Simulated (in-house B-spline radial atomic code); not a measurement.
Configurations of Ag⁵⁺, with energies counted from [Kr] 4d6. Computed with a B-spline radial code for spherical atoms: scalar-relativistic (X2C) CAM-B3LYP, spin-polarised, spherical fractional occupations, exact exchange averaged over the configuration, Fermi nucleus of rms radius 4.5454 fm. Shells without spins written out take the highest spin.

Occupations are held fixed; configurations that lie above the ionisation limit could autoionise.

```
            configuration  E - E(ref) (eV)  highest orbital  its <r> (bohr)
             [Kr] 4d5 5p1           30.151            5p up           2.244
             [Kr] 4d5 4f1           44.705            4f up           1.931
             [Kr] 4d5 5d1           45.066            5d up           2.794
             [Kr] 4d5 5f1           59.311            5f up           3.996
[Ar] 3d10 4s2 4p5 4d6 4f1           100.83            4f up           1.896
```

(1) Order these further configurations by energy, lowest first.
A. [Ar] 3d10 4s2 4p5 4d7
B. [Ar] 3d10 4s2 4p5 4d6 5f1
C. [Ar] 3d10 4s2 4p5 4d6 5s1
D. [Ar] 3d10 4s2 4p5 4d6 5d1
E. [Ar] 3d10 4s2 4p5 4d6 5p1

## Answers

(1) A (55.878 eV), C (75.972 eV), E (86.472 eV), D (101.43 eV), B (115.71 eV).
